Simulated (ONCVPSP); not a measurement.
Mo (Z = 42): one change to an ONCV potential, before and after

```
Element                 : Mo
Generator               : ONCVPSP 4.0.1
Type                    : optimised norm-conserving Vanderbilt (ONCV)
Functional              : PBE
Relativity              : scalar-relativistic
Frozen core             : [Ar] 3d10
Valence charge          : 14
Reference configuration : 4s2 4p6 4d5 5s1
Partial waves           : 4s+5s: rc 1.75 bohr, ncon 3, nbas 7, qcut 5.4 1/bohr, 2 projectors; 4p: rc 1.25 bohr, ncon 4, nbas 7, qcut 6.7 1/bohr, 1 projector; 4d: rc 2.35 bohr, ncon 4, nbas 9, qcut 7.9 1/bohr, 2 projectors, debl 1.6 Ha
Local potential         : polynomial inside 0.95 bohr (lpopt 2, dvloc0 -1 Ha)
Core correction         : Teter function, fcfact 1.75, rcfact 1.05
```

Change: d: qcut 11.7.

Cutoffs: the cutoffs (Ha) at which the residual kinetic energy of the hardest occupied pseudo-wave falls to 1 and 0.1 mHa per electron; they do not see the model core or the augmentation charge, which bear on the density cutoff. Errors are all-electron minus pseudo energies relative to the spin-unpolarised reference configuration.

Problem. What does the change do?

Solution. The potential gets neither clearly harder nor softer (50 Ha and 90 Ha → 50 Ha and 90 Ha); the p channel sets the loose cutoff, while the largest relative change is in d, which becomes harder; the lowest positive-energy flag moves from s at 132.3 eV to d at 0.5 eV; the number of tests with a reliable result goes from 4 to 0; the range in which the d phases agree narrows (upper end at the end of the scan → 0.0); neither file shows a bound ghost.

| quantity | base | changed |
| --- | --- | --- |
| cutoff, loose | 50 Ha | 50 Ha |
| cutoff, tight | 90 Ha | 90 Ha |
| loose cutoff by channel | s 11 Ha, p 50 Ha, d 17 Ha | s 11 Ha, p 50 Ha, d 40 Ha |
| bound ghosts | none | none |
| GHOST(+) flags under 300 eV | s at 132.3 eV | d at 0.5 eV, s at 132.3 eV |
| tests with a reliable result | 4 of 4 | 0 of 4 |
| s: phases at 1.77 bohr within 0.05 rad from the reference energy up to (Ha; the scan ends near 5) | 3.7 | 3.7 |
| p: phases at 1.27 bohr within 0.05 rad from the reference energy up to (Ha; the scan ends near 5) | 2.8 | 2.8 |
| d: phases at 2.39 bohr within 0.05 rad from the reference energy up to (Ha; the scan ends near 5) | to the end of the scan | 0.0 |
| rms error of d²Exc/dni dnj with the model core, mHa | 1.37 | 1.48 |
